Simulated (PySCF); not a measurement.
C4H5Si, SMILES [SiH]1C=CC=C1 (connectivity only; charge and spin as stated), charge +1, multiplicity 1.

The structure is a stationary point at PBE0-D3(BJ)/def2-SVP. The multiplicity is an assumed one; no other spin state was optimised. The isomer is the one that the SMILES or the coordinates give; other isomers of the formula were not compared.

Two levels are set side by side: PBE/def2-TZVP (PySCF) and M06-2X/def2-TZVP (PySCF). Same geometry, gas phase. Differences are taken from unrounded values.

| quantity | M06-2X |
|---|---|
| orbital gap (eV) | 5.47 |
| highest occupied level (eV) | -13.75 |
| lowest empty level (eV) | -8.27 |
| mean polarisability (bohr³) | 57.1 |

Problem. What does PBE give, and how far is it from M06-2X? (An estimate is asked for; the answer gives what the named calculation found.)

Solution. 
| quantity | PBE | PBE minus M06-2X |
|---|---|---|
| orbital gap (eV) | 1.59 | -3.88 |
| highest occupied level (eV) | -11.63 | 2.11 |
| lowest empty level (eV) | -10.04 | -1.77 |
| mean polarisability (bohr³) | 58.6 | 1.5 |

PBE's occupied levels lie high since its potential decays too fast outside the molecule; exact exchange lowers them and widens the gap. Differences between two approximate levels are no errors against the true value.

Rough cost on one machine, each run with all the roots and properties that it gave: M06-2X against PBE about 3 times.
